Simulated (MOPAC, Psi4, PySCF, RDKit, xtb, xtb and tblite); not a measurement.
Internal rotation in SMILES c1(c(N)cccc1)B (C6H8BN). Scanned: dihedral C2–C7–N8–H15; all other coordinates were relaxed at GFN2-xTB.

Geometry of the scan point at 120° (Å):
```
16

B     -1.7373     1.4277     0.2407
C     -0.4333     0.6170     0.1737
C      0.7794     1.2936    -0.0548
C      1.9819     0.6397    -0.2003
C      2.0193    -0.7474    -0.1179
C      0.8609    -1.4512     0.1247
C     -0.3581    -0.7913     0.3010
N     -1.4697    -1.5780     0.5880
H     -2.7969     0.9317     0.3330
H     -1.6865     2.5937     0.1561
H      0.7519     2.3708    -0.1347
H      2.8893     1.1961    -0.3833
H      2.9548    -1.2740    -0.2412
H      0.8783    -2.5295     0.1946
H     -1.6851    -2.2689    -0.1169
H     -2.2916    -1.0161     0.7727
```

- GFN2-xTB (xtb and tblite)
- PBE0/def2-SVP // GFN2-xTB (Psi4)
- PBE0-D3(BJ)/def2-SVP // GFN2-xTB (Psi4)
- PBE/def2-SVP // GFN2-xTB (Psi4)
- PBE-D3(BJ)/def2-SVP // GFN2-xTB (Psi4)
- UFF // GFN2-xTB (RDKit)
- PM7, restricted, heats of formation // GFN2-xTB (MOPAC)
- PM6, restricted, heats of formation // GFN2-xTB (MOPAC)
- GFN1-xTB // GFN2-xTB (xtb)
- RKS-B3LYP/6-31G* = restricted B3LYP/6-31G*, spherical d, density fitting // GFN2-xTB (PySCF)
- RHF/3-21G = restricted Hartree-Fock/3-21G // GFN2-xTB run with PySCF
- RHF/LANL2DZ = restricted Hartree-Fock/LANL2DZ // GFN2-xTB in PySCF 2.14.0
- RMP2/6-31G* = restricted MP2 (frozen core)/6-31G*, spherical d // GFN2-xTB in PySCF

Least-squares fit of E(φ) = a0 + Σ (a_n cos nφ + b_n sin nφ), n = 1 to 4, to the 18 scan points, in kJ/mol above the lowest point of each profile (levels whose profile four harmonics don't fit are not listed):

```csv
method,a0,a1,b1,a2,b2,a3,b3,a4,b4,rms of fit
GFN2-xTB,9.90,0.25,0.00,-13.51,0.00,-0.56,0.00,4.03,0.00,0.74
PBE0/def2-SVP,12.02,1.32,0.00,-15.36,0.00,-1.98,0.00,3.78,0.00,1.08
PBE0-D3(BJ)/def2-SVP,11.99,1.34,0.00,-15.34,0.00,-2.01,0.00,3.79,0.00,1.10
PBE/def2-SVP,12.79,1.49,-0.01,-16.46,0.00,-2.24,0.00,4.21,0.00,1.21
PBE-D3(BJ)/def2-SVP,12.76,1.52,-0.01,-16.45,0.00,-2.28,0.00,4.23,0.00,1.23
UFF,15.90,-3.63,0.00,-13.12,-0.01,4.92,-0.01,-0.63,-0.01,1.70
PM7,11.44,0.12,0.00,-13.17,0.00,-0.45,0.00,2.28,0.00,0.78
PM6,8.01,0.66,0.00,-10.75,0.00,-1.22,0.00,2.68,0.00,0.96
GFN1-xTB,8.42,-0.09,0.00,-11.44,0.00,0.08,0.00,3.51,0.00,0.41
RKS-B3LYP/6-31G*,9.70,1.28,0.00,-12.95,0.00,-2.00,-0.01,4.12,0.00,1.12
RHF/3-21G,18.04,1.00,0.00,-16.98,0.00,-1.55,-0.01,0.83,0.00,1.34
RHF/LANL2DZ,19.00,1.01,0.00,-18.71,0.00,-1.64,-0.01,1.65,0.00,1.50
RMP2/6-31G*,6.91,0.84,0.00,-8.74,0.00,-1.39,0.00,4.09,0.00,1.05
```
